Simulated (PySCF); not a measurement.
# [NbOCl4]-: computed shieldings and shifts

[NbOCl4]-, [Cl4NbO]-, point group C4v.

Bonds: Nb1-O2 1.682 Å, Nb1-Cl3 2.390 Å, Nb1-Cl4 2.389 Å, Nb1-Cl5 2.390 Å, Nb1-Cl6 2.390 Å.

Total charge -1.

GIAO calculations in PySCF on the PBE0-D3(BJ)/def2-SVP structure: isolated species, scalar relativity only through the core potential, equivalent atoms averaged; basis pcSseg-1 (def2-TZVP on Nb).

**Question.** Give the isotropic shieldings (ppm) with B3LYP, PBE0.

**Answer.** 
```
             atoms            environment   B3LYP    PBE0
   Cl3/Cl4/Cl5/Cl6  chlorine bonded to Nb     543     571
                O2    oxygen bonded to Nb  -623.7  -632.9
HOMO–LUMO gap (eV)                      –    4.34    4.80
```

**Question.** And the chemical shifts, against references computed in the same way?

**Answer.** 
```tsv
atoms	nucleus, reference	B3LYP	PBE0
Cl3/Cl4/Cl5/Cl6	³⁵Cl, HCl	388	372
O2	¹⁷O, H2O	957.8	967.5
```

**Question.** Which part of the shielding of Cl3/Cl4/Cl5/Cl6 depends on the functional?

**Answer.** Diamagnetic: B3LYP 1149, PBE0 1149 ppm; paramagnetic: B3LYP -607, PBE0 -577 ppm. The diamagnetic part, set mainly by inner electrons, hardly moves; the paramagnetic part goes with low-lying magnetically allowed excitations and carries the spread.

Nb is described by an effective core potential, so it has no shielding of its own here; spin–orbit effects on the atoms bonded to it, which can be large, are absent, and the values of these neighbours are rough. Unscaled 17O shifts of doubly bonded oxygen tend to come out too high, by tens of ppm or more. Experimental scales use liquid or dissolved standards, which lie at an offset from isolated H2O (liquid H2O: subtract about 36 ppm).
